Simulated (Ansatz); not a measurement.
Geometry optimisation, RKS PBE/def2-SVP (Ansatz 0.2.0).

input.yaml

```yaml
crystal:
  periodic: [false, false, false]
  atoms:
    - { symbol: Ga, position_ang: [0.011659, -0.526366, -0.377851] }
    - { symbol: C, position_ang: [-0.116375, -0.072402, 2.770857] }
    - { symbol: H, position_ang: [-0.99503, 0.033108, 3.435648] }
    - { symbol: H, position_ang: [0.807858, -0.113149, 3.377816] }
    - { symbol: H, position_ang: [-0.066072, 0.81948, 2.111325] }
    - { symbol: H, position_ang: [1.495843, -0.017904, -0.452477] }
    - { symbol: H, position_ang: [-1.30319, 0.247858, -0.750701] }
    - { symbol: "N", position_ang: [-0.229129, -2.282899, 0.290615] }
    - { symbol: H, position_ang: [-1.120909, -2.777299, 0.209885] }
    - { symbol: H, position_ang: [0.550484, -2.936971, 0.394554] }
    - { symbol: H, position_ang: [-0.209338, -0.994657, 2.15823] }
basis:
  gaussian: { orbitals: def2-SVP }
hamiltonian:
  xc: pbe
relax:
  f_tol: 0.03
  max_steps: 50
```

Launched with:

```bash
$ ansatz run input.yaml --threads 2 --pin off --max-ram 3072MiB --backend cpu --events-out ev --progress --plain --runs-dir out
```

Task: Where does it end, and by what steps?

Result: The run converged. The force dipped under the threshold on the way, but the program's further checks kept it going. After 26 steps the energy has fallen by 0.155 eV; H6 moved furthest, 1.59 Å.

| step | energy less start (eV) | largest force component (eV/Å) | accepted |
| --- | --- | --- | --- |
| 0 | 0.0000 | 0.996 | yes |
| 1 | -0.0985 | 0.559 | yes |
| 2 | -0.1131 | 0.713 | yes |
| 3 | -0.1284 | 0.144 | yes |
| 4 | -0.1299 | 0.069 | yes |
| 5 | -0.1304 | 0.006 | yes |
| 6 | -0.1310 | 0.038 | yes |
| 7 | -0.1317 | 0.059 | yes |
| 8 | -0.1322 | 0.085 | yes |
| 9 | -0.1328 | 0.150 | yes |
| 10 | -0.1308 | 0.217 | no |
| 11 | -0.1353 | 0.081 | yes |
| 12 | -0.1375 | 0.097 | yes |
| 13 | -0.1393 | 0.183 | yes |
| 14 | -0.1412 | 0.137 | yes |
| 15 | -0.1451 | 0.128 | yes |
| 16 | -0.1472 | 0.188 | yes |
| 17 | -0.1489 | 0.132 | yes |
| 18 | -0.1442 | 0.310 | no |
| 19 | -0.1517 | 0.081 | yes |
| 20 | -0.1532 | 0.025 | yes |
| 21 | -0.1538 | 0.072 | yes |
| 22 | -0.1544 | 0.030 | yes |
| 23 | -0.1546 | 0.034 | yes |
| 24 | -0.1550 | 0.030 | yes |
| 25 | -0.1548 | 0.048 | no |
| 26 | -0.1552 | 0.014 | yes |

```xyz
11
Properties=species:S:1:pos:R:3
Ga 0.043 -0.887 -1.421
C -0.168 -0.079 3.468
H -1.100 -0.367 3.991
H 0.703 -0.440 4.046
H -0.121 1.023 3.386
H 1.522 -0.660 -1.903
H -1.280 -0.348 -2.075
N -0.162 -1.887 0.099
H -1.064 -2.134 0.509
H 0.608 -2.319 0.614
H -0.155 -0.524 2.454
```

Whether the end is a true minimum wasn't checked by a vibrational analysis.

Time of the run: 43 s on 2 threads of Arm Neoverse V1 (shared host), peak memory 0.14 GiB.
